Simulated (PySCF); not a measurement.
Level of theory: PBE-D3(BJ)/def2-TZVP // PBE0-D3(BJ)/def2-TZVP run with PySCF. All species are isolated molecules in the gas phase. One relaxed conformer stands for a flexible species; it need not be the lowest. 

Reference species (SMILES): `[AlH3]` (neutral, multiplicity 1).

```yaml
HOMO: -7.30 eV
HOMO–LUMO gap: 4.77 eV
```

Changed species: `[AlH2][SH]` (1 of 3 H replaced by SH; the reference has 0 of 3 H replaced by SH).

**Question.** Predict the effect on the HOMO and HOMO–LUMO gap.

**Answer.** the HOMO increases by 0.61 eV, to -6.69 eV; the HOMO–LUMO gap decreases by 0.23 eV, to 4.54 eV.
